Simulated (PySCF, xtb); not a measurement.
Al(Cl)(Br)(OMe) (CH₃AlBrClO), SMILES C[O][Al]([Cl])[Br].

GFN2-xTB in xtb 6.7.1 at its own geometry gives an orbital gap of 4.15 eV and a dipole moment of 4.58 D.

Coordinates come from a TPSSh-D3(BJ)/def2-SVP optimisation. The structure was generated by enumeration; whether it is a known compound was not checked. The values are those of a single conformer.

Q: What does PBE/def2-TZVP (PySCF) give? (An estimate is asked for; the answer gives what the named calculation found.)

A: gap 5.17 eV (levels -7.08 and -1.91 eV), dipole 1.74 D.
